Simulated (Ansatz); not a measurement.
A nudged elastic band was laid between two geometries of FH + GaH3 (6 atoms, charge 0, multiplicity 1).

Theory: Ansatz, RKS r2SCAN-D4/def2-SVP.

| Property | Result |
| --- | --- |
| movable images | 5 |
| climbing image | yes |
| spring | 5.0 eV/Å² |
| optimiser | quadratic models (default) |
| start path | through a guess of the saddle point |
| force threshold | 0.03 eV/Å |
| iteration limit | 60 |
| end points | relaxed |

Image 0:

```xyz
6
Properties=species:S:1:pos:R:3
Ga 0.162 -0.700 0.174
H 1.470 -0.011 -0.385
H -0.708 -1.552 -0.806
H -0.039 -0.770 1.722
H -0.068 1.738 -0.520
F -0.817 1.295 -0.185
```

Image 6:

```xyz
6
Properties=species:S:1:pos:R:3
Ga -0.522 -0.511 0.296
H 1.499 0.571 -0.572
H -0.588 -1.476 -0.920
H 0.108 -0.663 1.708
H 0.953 1.103 -0.594
F -1.451 0.975 0.082
```

(1) What changes between the two ends?

(2) Give the energies along the band, and the barrier.

(3) What is the geometry of the highest image?

(4) What are the harmonic wavenumbers there?

Results:

(1) Bonds broken: Ga1–H2, H5–F6. Bonds formed: H2–H5. FH + GaH3 becomes FGaH2 + H2.

(2) The run converged. The highest image is number 3 of 0 to 6, 0.248 eV above the first end and 0.839 eV above the last; the last end lies 0.592 eV below the first. A vibrational analysis at the climbing image gives one clearly imaginary mode, 851i cm⁻¹: a first-order saddle point. The orbitals stay closed-shell, which can raise the energy where a bond breaks towards radicals; this wasn't checked here.

```tsv
image	path coordinate (Å)	energy (eV)	Ga1–H2 (Å)	H5–F6 (Å)	H2–H5 (Å)
0	0.00	0.000	1.58	0.93	2.33
1	0.35	0.013	1.60	0.94	1.86
2	0.70	0.074	1.64	0.98	1.42
3	1.05	0.248	1.76	1.18	1.04
4	1.45	-0.174	1.97	1.60	0.82
5	1.84	-0.525	2.24	2.03	0.77
6	2.23	-0.592	2.45	2.50	0.76
```

(3) 
```xyz
6
Properties=species:S:1:pos:R:3
Ga -0.118 -0.572 0.208
H 1.162 0.445 -0.444
H -0.642 -1.527 -0.892
H 0.051 -0.710 1.741
H 0.345 1.090 -0.428
F -0.798 1.274 -0.185
```

(4) 851i, 455, 502, 607, 723, 820, 1097, 1186, 1765, 1829, 2037, 2056 cm⁻¹.

The run took 26 s on 2 threads of Intel(R) Xeon(R) 6975P-C (Granite Rapids) (shared host), peak memory 0.15 GiB.
